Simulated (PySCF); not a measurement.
Computed IR spectrum (relative IR intensity) of a molecule C4H7NSi. Geometry: PBE-D3(BJ)/def2-SVP. Other conformers were not sampled. Computed with PBE-D3(BJ)/def2-SVP in PySCF. Frequencies are harmonic and unscaled.

ν (cm⁻¹): 538 (w), 569 (vw), 646 (w), 689 (m), 760 (w), 841 (m), 879 (vs), 908 (w), 912 (m), 1019 (vw), 1112 (m), 1209 (vw), 1345 (vw), 1387 (vw), 1630 (m), 2164 (m), 2176 (m), 2191 (m), 2259 (w) (against the strongest line: vs over 80 %, s over 45 %, m over 15 %, w over 4 %, vw less)

Task: Identify the compound among the candidates.
(A) C1=C[SiH2]C=NC1
(B) C#C/C=N\[SiH2]C
(C) N#C/C=C\C[SiH3]
(D) CC1=NC=C[SiH2]1

Result: C, N#C/C=C\C[SiH3]
